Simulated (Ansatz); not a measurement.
Input (CCSDT(Q)/def2-SVP; Ansatz, a program for electronic structure):

Ansatz 0.2 input:
```yaml
crystal:
  periodic: [false, false, false]
  atoms:
    - {symbol: Bi, position_ang: [-0.36049780, -0.30572441, 0.60082715]}
    - {symbol: Br, position_ang: [-0.86943567, 1.89236726, -0.71208688]}
    - {symbol: Br, position_ang: [1.72433044, -1.16736366, -0.71273178]}
basis:
  gaussian:
    orbitals: def2-SVP
magnetization: {spin_polarized: true, initial_magnetization: 1}
correlation: {method: ccsdt_q, electrons: outside_noble_gas}
```

Output:

```
Functional definition: HF
integrals: 0.24 GiB planned
1558 factors; integrals over basis functions are off by at most 1.1e-7 eV
mean field: 0.81 GiB planned
mean field evaluation 1: about -145793.2852 eV, gradient 1.2e1 eV
mean field evaluation 2: about -145793.2954 eV, gradient 1.2e1 eV
mean field evaluation 4: about -145794.4823 eV, gradient 1.2e0 eV
mean field evaluation 8: about -145794.5132 eV, gradient 8.3e-3 eV
mean field evaluation 16: about -145794.4707 eV, gradient 1.2e0 eV
mean field evaluation 32: about -145791.8711 eV, gradient 4.2e-3 eV
mean field evaluation 64: about -145790.4191 eV, gradient 4.3e-3 eV
mean field evaluation 96: about -145791.5956 eV, gradient 1.3e-3 eV
mean field -145794.51315498 eV, -5357.8495353751 hartree, gradient 1.4e-6 eV, S^2 0.761237; 2 other end points of the search recorded, 0 dependent functions left out
determinant -145794.51315498 eV, -5357.8495353751 hartree, with singles and doubles -145803.44056891 eV, -5358.1776117860 hartree
determinant -145791.87106503 eV, -5357.7524403603 hartree, with singles and doubles -145800.99594543 eV, -5358.0877735299 hartree
determinant -145791.59557609 eV, -5357.7423163286 hartree, with singles and doubles -145800.71341659 eV, -5358.0773907866 hartree
37 core orbitals not correlated
reference -145794.51315498 eV, -5357.8495353751 hartree; 10, 9 occupied and 43, 44 virtual orbitals, 1558 factors
second order -8.18168162 eV of doubles, -0.00000000 eV of singles
coupled cluster: 3.40 GiB planned
cycle   1  -8.69708607 eV  change   -5.2e-1 eV  update   9.0e-2
cycle   2  -9.00371903 eV  change   -3.1e-1 eV  update   4.3e-2
cycle   3  -9.23224422 eV  change   -2.3e-1 eV  update   2.7e-2
cycle   4  -9.20535027 eV  change    2.7e-2 eV  update   8.9e-3
cycle   5  -9.19944248 eV  change    5.9e-3 eV  update   5.5e-3
cycle   6  -9.20404019 eV  change   -4.6e-3 eV  update   2.6e-3
cycle   7  -9.20542404 eV  change   -1.4e-3 eV  update   1.3e-3
cycle   8  -9.20501477 eV  change    4.1e-4 eV  update   5.3e-4
cycle   9  -9.20477912 eV  change    2.4e-4 eV  update   2.6e-4
cycle  10  -9.20484889 eV  change   -7.0e-5 eV  update   1.1e-4
cycle  11  -9.20478650 eV  change    6.2e-5 eV  update   7.2e-5
cycle  12  -9.20486969 eV  change   -8.3e-5 eV  update   4.1e-5
cycle  13  -9.20487232 eV  change   -2.6e-6 eV  update   1.6e-5
cycle  14  -9.20488195 eV  change   -9.6e-6 eV  update   7.8e-6
cycle  15  -9.20488462 eV  change   -2.7e-6 eV  update   3.2e-6
cycle  16  -9.20488605 eV  change   -1.4e-6 eV  update   1.7e-6
cycle  17  -9.20488739 eV  change   -1.3e-6 eV  update   9.6e-7
perturbative correction -0.02411006 eV, -0.0008860283 hartree
Total energy: -145803.74215243 eV, -5358.1886947758 hartree
```
